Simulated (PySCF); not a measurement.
Be(Br)(NH2) (BeBrH2N), SMILES [NH2][Be][Br]. Atoms are numbered in the order given.

```xyz
5

Be     0.0000     0.0000     1.1343
Br     0.0000     0.0000    -0.8389
N      0.0000     0.0000     2.6299
H      0.0000    -0.8248     3.2066
H      0.0000     0.8248     3.2066
```

Geometry: PBE0-D3(BJ)/def2-TZVP. The values are those of a single conformer.

All values below come from TDA-M06-2X/def2-SVPD in PySCF 2.14.0.

Vertical excitations.  State labels are in the subgroup C2v.

| state | symmetry | energy (eV) | λ (nm) | f | main pairs |
|---|---|---|---|---|---|
| S1 | A2 | 6.03 | 206 | 0.000 | HOMO→LUMO+1 70 %, HOMO→LUMO+4 26 % |
| S2 | B1 | 6.20 | 200 | 0.035 | HOMO→LUMO 93 % |
| S3 | A2 | 7.20 | 172 | 0.000 | HOMO−2→LUMO+1 70 %, HOMO−2→LUMO+4 24 % |
| S4 | B1 | 7.25 | 171 | 0.108 | HOMO→LUMO+2 54 %, HOMO−2→LUMO 34 % |
| S5 | B2 | 7.35 | 169 | 0.083 | HOMO−1→LUMO 75 %, HOMO−1→LUMO+2 21 % |
| S6 | A1 | 7.46 | 166 | 0.002 | HOMO−1→LUMO+1 53 %, HOMO→LUMO+3 15 %, HOMO−1→LUMO+4 13 % |
| S7 | A2 | 7.63 | 162 | 0.000 | HOMO→LUMO+4 61 %, HOMO→LUMO+1 24 % |
| S8 | B1 | 7.74 | 160 | 0.036 | HOMO−2→LUMO 44 %, HOMO→LUMO+2 30 %, HOMO−2→LUMO+2 13 % |
| S9 | A1 | 7.99 | 155 | 0.141 | HOMO→LUMO+3 73 %, HOMO−1→LUMO+1 13 % |
| S10 | A2 | 8.07 | 154 | 0.000 | HOMO−1→LUMO+3 53 %, HOMO−1→LUMO+6 40 % |
| T1 | A2 | 5.92 | 210 | 0 | HOMO→LUMO+1 66 %, HOMO→LUMO+4 28 % |
| T2 | B1 | 5.95 | 209 | 0 | HOMO→LUMO 89 % |
| T3 | A1 | 6.49 | 191 | 0 | HOMO→LUMO+6 47 %, HOMO→LUMO+3 40 % |
| T4 | A1 | 6.80 | 182 | 0 | HOMO−1→LUMO+1 66 %, HOMO−1→LUMO+4 28 % |
Triplets are in the Tamm–Dancoff approximation.
